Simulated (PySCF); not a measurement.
# One molecule, several mistakes: BH6N3

All numbers below are calculated, not measured. They come from PySCF 2.14.0, an open-source quantum chemistry program, on an isolated molecule that a program drew, which may never have been made. The molecule is BH6N3 (charge 0, singlet), drawn as the SMILES string `NB(N)N`.

Each row is a Hartree-Fock (HF) and frozen-core CCSD(T) single point in the cc-pVDZ basis, meant for a local HF minimum. Run 1 is clean. Each other run has one planted mistake out of seven kinds, and not every kind appears here: one electron removed, one electron added, multiplicity raised by two, geometry at a saddle point, minimal basis STO-3G, one bond length entered in bohr, all coordinates scaled. The reference is restricted for singlets and unrestricted otherwise, and also for a bond in bohr. Adding or removing an electron swaps singlet and doublet. Electrons count all cores. HOMO and LUMO are orbital energies over both spins, the gradient is its largest component, and the lowest frequency (negative if imaginary) is given only where the gradient is small. Bond lengths are over the 9 bonds as drawn. T1 is the CCSD diagnostic: over 0.02 (restricted) or 0.045 (unrestricted) a single reference is doubtful.

Geometry of the clean run:
```xyz
10
BH6N3, angstrom
N    -0.0291   -1.8127   -0.8753
B    -0.3442   -0.4324   -0.6719
N    -0.6191    0.0510    0.6506
N    -0.4076    0.4625   -1.7858
H     0.1929   -2.4088   -0.1064
H     0.3706   -2.1342   -1.7313
H    -0.8497   -0.5959    1.3763
H    -1.1007    0.9181    0.7708
H    -0.4509    1.4504   -1.6508
H    -0.0195    0.2181   -2.6721
```

| run | electrons | basis functions | <S^2> | HOMO (eV) | LUMO (eV) | gradient (hartree/bohr) | lowest frequency (cm^-1) | mean bond (Å) | longest bond (Å) | T1 | HF (hartree) | CCSD(T) (hartree) | mistake |
|---|---|---|---|---|---|---|---|---|---|---|---|---|---|
| 1 | 32 | 86 | 0.000 | -10.00 | 4.93 | 3.6e-05 | 206 | 1.1428 | 1.435 | 0.0103 | -191.66503 | -192.31241 | no fault |
| 2 | 32 | 86 | 0.000 | -9.82 | 4.97 | 3.2e-05 | -277 | 1.1402 | 1.428 | 0.0100 | -191.66441 | -192.31082 | geometry at a saddle point |
| 3 | 32 | 86 | 2.010 | -2.12 | 0.57 | 8.5e-02 | - | 1.1428 | 1.435 | 0.0301 | -191.43338 | -192.06648 | multiplicity raised by two |
| 4 | 32 | 86 | 0.000 | -10.01 | 5.06 | 2.7e-02 | - | 1.1143 | 1.399 | 0.0097 | -191.65796 | -192.29945 | all coordinates scaled |
| 5 | 32 | 86 | 0.948 | -7.40 | 4.10 | 4.4e-02 | - | 1.2842 | 2.703 | 0.0570 | -191.49105 | -192.11428 | ? |

**Which mistake was planted in run 5, and what did it cost?**

The mean bond changes by a factor of 1.124 and the longest by 1.884, so the molecule wasn't scaled as a whole. A length L in bohr read as angstrom grows by (1/0.5292 - 1) L = 0.890 L. The 9 bonds together grew by 9 x 0.1414 = 1.273 Å, which gives L = 1.430 Å. That is the length of one of the B-N bonds, 1.430 Å in the clean geometry. So the mistake is: one bond length entered in bohr. Subtracting run 1 and multiplying by 627.51 kcal/mol a hartree, the energy moved by 109.2 kcal/mol in HF and 124.3 kcal/mol in CCSD(T).

Cautions from the logs. Run 5: T1 is over the limit, so its CCSD(T) energy is less reliable.
